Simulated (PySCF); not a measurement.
# Tungsten: a sound run and one with changed settings

Sound run: W [Xe] 4f14 5d4 6s2, W⁺ [Xe] 4f14 5d4 6s1. Computed with PySCF 2.14 in aug-cc-pVDZ-PP with ECP60MDF (5s5p4d2f, 54 functions), with scalar relativity through the core potential. The sound run starts from symmetry-adapted Hartree-Fock orbitals and uses a fine grid where one is needed.

A second run was set up differently.

| species | method | sound run (hartree) | changed run (hartree) | converged |
| --- | --- | --- | --- | --- |
| W | UHF | -66.67586 | -66.67586 | yes |
| W | PBE | -67.30375 | -67.31949 | yes |
| W | PBE0 | -67.26443 | -67.27674 | yes |
| W⁺ | UHF | -66.45871 | -66.45871 | yes |
| W⁺ | PBE | -67.02722 | -67.04406 | yes |
| W⁺ | PBE0 | -66.99541 | -67.00855 | yes |

Ionisation energy of W:

```
method  sound run (eV)  changed run (eV)
   UHF           5.909             5.909
   PBE           7.525             7.495
  PBE0           7.320             7.298
```

Q: What was changed?
A. level shift left on
B. angular grid far too coarse
C. basis contracted for another Hamiltonian
D. minimal basis

A: B. It used 14 angular points. A coarse angular grid integrates products of high-l functions wrongly, so density functionals can shift, and the SCF can exploit the error; Hartree-Fock and MP2 need no grid.
